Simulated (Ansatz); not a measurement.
The same path of AlFH3NO + BrH (9 atoms, charge 0, multiplicity 1) was run twice with different band settings. Lost on the way: Br8–H9. Made: Al1–Br8, F2–H9.

The calculation used Ansatz, RHF/def2-SVP.

Relaxed end points:

```xyz
9
Properties=species:S:1:pos:R:3
Al -0.211 -0.266 -0.235
F -0.250 -0.280 1.428
O 1.264 -0.296 -1.024
H 2.156 -0.237 -0.733
N -1.732 -0.304 -1.097
H -2.638 -0.315 -0.670
H -1.819 -0.295 -2.095
Br 0.209 3.028 1.708
H 0.003 1.742 2.253
```

```xyz
9
Properties=species:S:1:pos:R:3
Al -0.102 0.484 -0.170
F -0.294 -0.010 1.819
O 1.370 -0.329 -0.342
H 1.940 -0.442 -1.080
N -1.586 -0.020 -0.979
H -1.743 -0.926 -1.375
H -2.395 0.556 -1.107
Br -0.038 2.725 0.432
H -0.171 0.737 2.334
```

Common settings: movable images 7; climbing image yes; spring 5.0 eV/Å²; optimiser quadratic models (default); start path through a guess of the saddle point; iteration limit 60; end points relaxed.

| run | force threshold |
| --- | --- |
| 1 | 0.03 eV/Å |
| 2 | 0.2 eV/Å |

Problem. What does each run give, and how far can it be trusted?

Solution. Run 1: converged after 31 iterations, highest image 0.729 eV above the first end. Beside the main top the profile has a ripple of under 15 meV (maxima at images 3, 6), which may be a very shallow well or noise. A vibrational analysis at the climbing image gives one clearly imaginary mode, 1241i cm⁻¹: a first-order saddle point.
Run 2: converged after 13 iterations, highest image 0.734 eV above the first end. The threshold of 0.2 eV/Å is loose, so the images may lie well off the minimum-energy path. The order of the point at the top wasn't checked.
The orbitals stay closed-shell, which can raise the energy where a bond breaks towards radicals; this wasn't checked here.
